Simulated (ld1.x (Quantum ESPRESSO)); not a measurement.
silver (Ag): from the effect back to the setting (RRKJ)

Base potential:

| Quantity | Value |
| --- | --- |
| Element | silver (Ag) |
| Generator | ld1.x (Quantum ESPRESSO) 7.5 |
| Type | norm-conserving RRKJ (Kleinman–Bylander form) |
| Functional | PBE |
| Relativity | fully relativistic |
| Frozen core | [Kr] |
| Valence charge | 11 |
| Reference configuration | 4d10 5s0 5p1 |
| Partial waves | 5p (bound): rc 2.35 bohr; 4d (bound): rc 1.90 bohr; 5s (bound, empty): rc 1.85 bohr |
| Local potential | the s channel |
| Core correction | a·sin(br)/r model core inside 1.50 bohr |
| rho0 | 0.001 |

Open shells are filled in proportion to 2j + 1 (rel_dist='average').

Cutoffs, loose and tight: the cutoffs (Ry, on a coarse ladder) from which the occupation-weighted sum of valence levels, in a spherical-Bessel basis at the reference potential, stays within 10 and 1 mRy of its value at 400 Ry. They do not see the model core or the augmentation charge, which bear on the density cutoff. Test errors are all-electron minus pseudo excitation energies from the reference, over the configurations 4d10 5s1 5p0; 4d10 5s0 5p0; 4d9 5s0 5p0; 4d10 5s0.5 5p0; 4d9 5s1 5p0; 4d8 5s0 5p0; 4d9 5s2 5p0; variants that change the core or the reference have their own tests. The largest error is taken over the tests solved by every variant that gives reliable tests at all, those not shown here included: 4d10 5s0 5p0; 4d10 5s0.5 5p0; 4d8 5s0 5p0; 4d9 5s0 5p0; 4d9 5s1 5p0; 4d9 5s2 5p0.

Only the d radius is moved:

| d radius (bohr) | cutoff, loose | cutoff, tight | bound ghosts | largest test error (meV) |
| --- | --- | --- | --- | --- |
| 1.22 | 100 Ry | 140 Ry | none | -678 |
| 1.52 | 60 Ry | 70 Ry | none | -666 |
| 2.1 | 40 Ry | 55 Ry | none | -489 |
| 2.26 | 35 Ry | 50 Ry | none | -358 |
| 2.62 | 30 Ry | 40 Ry | none | +143 |
| 2.82 | 25 Ry | 35 Ry | none | +408 |

**Question.** One more run gave cutoff, loose: 50 Ry; cutoff, tight: 60 Ry; bound ghosts: none; largest test error (meV): -606. Which value of the d radius was used?

**Answer.** 1.86 bohr. The loose cutoff moves one way along this sweep, from 100 Ry at 1.22 to 25 Ry at 2.82 bohr, which places the run between 1.52 and 2.1 bohr.
